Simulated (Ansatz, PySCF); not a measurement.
Stretching the B1–H2 bond in BH5OSi (SMILES BO[SiH3]) (multiplicity 1 held, fragments rigid). Energies count from the point at 1.194 Å.
Geometry at that point (charge 0, multiplicity 1):
```
atom    x (Å)    y (Å)    z (Å)
----  -------  -------  -------
B     -0.3553   0.1677   1.7461
H     -1.1220   0.7228   2.4744
H      0.5157  -0.5422   2.1656
O     -0.4893   0.3573   0.4177
Si     0.3307  -0.2012  -0.9148
H      0.8626   0.9682  -1.6432
H     -0.6298  -0.9343  -1.7642
H      1.4354  -1.0943  -0.4978
```

R- and RO- levels are restricted; in cc, def2 and unpolarised 6-31G sets they are followed outwards from rest. Unrestricted levels (U-) break spin symmetry where that is lower. Active spaces are followed from a long bond inwards. Curves can end on different states.

Frozen-core correlation. Rows in 6-31G* carry no dispersion term and start afresh at each structure (6-31G* with six Cartesian d functions).

Programs: Ansatz (an electronic-structure program); PySCF for 6-31G* rows. Values without a source in brackets are computed.

What energy at R = 3.822 Å does R-wB97X-V/cc-pV(T+d)Z give?

155.8 kcal/mol

Give the energy at R = 3.822 Å at the level U-B3LYP/6-31G*.

109.8 kcal/mol

Give the energy at R = 3.822 Å at the level FIC-MRCISD+Q on CASSCF(2,2)/cc-pV(T+d)Z.

108.1 kcal/mol

Doubts at one or more of the structures used: a spin-contaminated determinant (U-B3LYP/6-31G*); a restricted determinant that unrestricted orbitals would lower (R-wB97X-V/cc-pV(T+d)Z).
